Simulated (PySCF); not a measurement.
Atoms are numbered as in `[CH3:1][CH:2]([CH3:3])[O:4][SiH3:5]` (H(Xn): hydrogen on atom n).

- GIAO PBE0/pcSseg-1 shieldings
- GFN2-xTB structure
- run in PySCF 2.14.0 with density-fitted response routines
- non-relativistic, a single conformation, in vacuum, one averaged value for each set of equivalent atoms

Chemical shifts δ = σref − σ; TMS for ¹³C, ¹H, ²⁹Si; ¹⁷O against H2O, all at this level.

```csv
atoms,nucleus,count,Hirshfeld charge,δ (ppm)
C2,¹³C,1,0.06,?
C1/C3,¹³C,2,-0.12,?
O4,¹⁷O,1,-0.22,45.1
Si5,²⁹Si,1,0.38,-45.5
H(C1)/H(C3),¹H,6,0.04,1.23
H(C2),¹H,1,0.03,4.00
H(Si5),¹H,3,-0.08,4.91
```

Q: Estimate the values marked ?.

A: 
- C2: 70.1 ppm, sp3 CH bonded to O; the inductive effect lowers its shielding
- C1/C3: 26.7 ppm, methyl carbon; a saturated carbon with 1 carbon neighbour and no heteroatom attached

Shifts are as computed. Against solution values, carbons near 30 ppm lie about +3 ppm off and those near 130 ppm about +5 ppm. Of 1211 compounds with measured shifts, 218 miss one by over three times the rms of a fit or turn the order of signals round; such compounds aren't used in these exercises. Experimental scales use liquid or dissolved standards, which lie at an offset from isolated H2O (liquid H2O: subtract about 36 ppm).
